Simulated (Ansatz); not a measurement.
Results of the Gaussian-basis code of Ansatz.

A structure relaxed at PBE0-D4/def2-TZVP, charge 0, multiplicity 1:

```xyz
13

C     0.729    2.825   -0.841
Mg    0.234    0.890   -0.271
O    -1.217   -0.338   -0.745
C    -1.373   -1.501   -0.286
C    -0.555   -2.147    0.641
C     0.583   -1.564    1.196
O     1.031   -0.410    0.958
H     0.422    3.042   -1.870
H     1.807    3.008   -0.781
H     0.246    3.575   -0.205
H    -2.244   -2.059   -0.657
H    -0.816   -3.152    0.943
H     1.153   -2.168    1.916
```

Q: Give its formula and SMILES.

A: C4H6MgO2, `[CH3][Mg-]1[O]C=CC=[O+]1`.

Q: Point group (tolerance 0.08 Å, 0.16 Å for H)?

A: Cs.

Q: Summarise the bond lengths by kind.

A: 1 × C–Mg 2.077 Å; 6 × C–H 1.082 to 1.099 Å; 2 × Mg–O 1.959 Å; 2 × C–O 1.261 Å; 2 × C–C 1.394 Å.
